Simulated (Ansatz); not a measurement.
Frontier orbitals of CH$_{4}$OSiZn.

| atom | x (Å) | y (Å) | z (Å) |
| --- | --- | --- | --- |
| C1 | -0.917 | -0.340 | -0.417 |
| Si2 | 0.875 | 0.135 | 0.067 |
| O3 | 0.639 | 0.925 | 1.488 |
| Zn4 | -1.219 | 0.623 | 1.317 |
| H5 | -1.189 | -1.395 | -0.397 |
| H6 | -1.359 | 0.149 | -1.284 |
| H7 | 1.701 | -1.097 | 0.216 |
| H8 | 1.470 | 1.001 | -0.990 |

Charge 0, multiplicity 1. For Zn the d shell is correlated and the shells below it are frozen. Scalar relativity is left out up to krypton. The geometry is a stationary point of PBE0-D4/def2-TZVP. Basis def2-TZVPP, the Gaussian-basis code of Ansatz.

```json
{"functional": "LDA (SPW92)", "HOMO (eV)": "-6.32", "LUMO (eV)": "-3.91", "gap (eV)": "2.41"}
{"functional": "PBE", "HOMO (eV)": "-6.09", "LUMO (eV)": "-3.68", "gap (eV)": "2.41"}
{"functional": "revPBE", "HOMO (eV)": "-6.00", "LUMO (eV)": "-3.59", "gap (eV)": "2.41"}
{"functional": "r2SCAN", "HOMO (eV)": "-6.29", "LUMO (eV)": "-3.53", "gap (eV)": "2.76"}
{"functional": "PBE0", "HOMO (eV)": "-7.23", "LUMO (eV)": "-2.92", "gap (eV)": "4.31"}
{"functional": "r2SCAN0", "HOMO (eV)": "-7.37", "LUMO (eV)": "-2.82", "gap (eV)": "4.55"}
{"functional": "HSE06 (plane-wave form)", "HOMO (eV)": "-6.83", "LUMO (eV)": "-3.28", "gap (eV)": "3.55"}
{"functional": "CAM-B3LYP", "HOMO (eV)": "-8.53", "LUMO (eV)": "-2.10", "gap (eV)": "6.43"}
{"functional": "LC-ωPBE", "HOMO (eV)": "-9.75", "LUMO (eV)": "-0.97", "gap (eV)": "8.78"}
{"functional": "ωB97M-V", "HOMO (eV)": "-9.36", "LUMO (eV)": "-1.24", "gap (eV)": "8.12"}
```

Against PBE, PBE0 changes HOMO and LUMO by −1.14 and +0.76 eV, ωB97M-V by −3.27 and +2.45 eV. A gap of 2.40 eV thus becomes 8.12 eV for the same molecule, so an orbital gap means little without its functional.

LC-ωPBE has ω = 0.4 bohr⁻¹.
